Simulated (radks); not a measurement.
The numbers below are computed, except where a source is named.
Fe+, configuration [Ar] 3d6 4s1 (the NIST ground configuration). Code: a radial shooting solver on a logarithmic mesh with Libxc functionals. Model: scalar-relativistic Kohn-Sham, PBEsol, spin-unpolarised, spherical densities, finite nucleus; Fermi nuclear charge, rms radius 3.7377 fm.

Unscreened Slater integrals over Kohn-Sham orbitals (eV).

\begin{tabular}{lr}
integral & value \\ \hline
F0(4s,4s) & 9.0963 \\
F0(4s,3d) & 11.419 \\
G2(4s,3d) & 1.5231 \\
F0(4s,3p) & 11.732 \\
G1(4s,3p) & 0.69539 \\
F0(4s,3s) & 11.783 \\
G0(4s,3s) & 0.49444 \\
F0(3d,3d) & 22.950 \\
F2(3d,3d) & 10.376 \\
F4(3d,3d) & 6.4101 \\
F0(3d,3p) & 25.427 \\
F2(3d,3p) & 11.814 \\
G1(3d,3p) & 14.653 \\
G3(3d,3p) & 8.8190 \\
F0(3d,3s) & 26.018 \\
G2(3d,3s) & 11.061 \\
F0(3p,3p) & 28.666 \\
F2(3p,3p) & 14.309 \\
F0(3p,3s) & 29.402 \\
G1(3p,3s) & 19.464 \\
F0(3s,3s) & 30.208 \\
\end{tabular}

Derived for the open shells (J is the average intra-shell exchange parameter used in DFT+U). 3d: Racah B = F2/49 - 5 F4/441 = 0.1391 eV, C = 35 F4/441 = 0.5087 eV, C/B = 3.66, F4/F2 = 0.618, J = (F2 + F4)/14 = 1.199 eV.
